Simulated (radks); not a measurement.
Question: The calcium ion Ca14+, 6 electrons, occupied as [He] 2s2 2p2. Method: scalar-relativistic Kohn-Sham, PBEsol, spin-unpolarised, spherical densities, finite nucleus; Fermi nuclear charge, rms radius 3.4776 fm; computed with a radial shooting solver on a logarithmic mesh with Libxc functionals. Some entries of the table are withheld. Estimate them.

orbital  occ.  eigenvalue (eV)  <1/r> (bohr^-1)  <r^2> (bohr^2)
1s          2              (1)            19.78        0.007870
2s          2        -907.9014            4.450          0.1304
2p          2        -849.9386              (2)          0.1021
3s          0        -360.3674              (3)          0.7383
3p          0              (4)            1.785             (5)
3d          0        -322.7876            1.722          0.5368

Answer: 
(1) 1s eigenvalue (eV): -4574.361
(2) 2p <1/r> (bohr^-1): 4.366
(3) 3s <1/r> (bohr^-1): 1.823
(4) 3p eigenvalue (eV): -342.5429
(5) 3p <r^2> (bohr^2): 0.6990
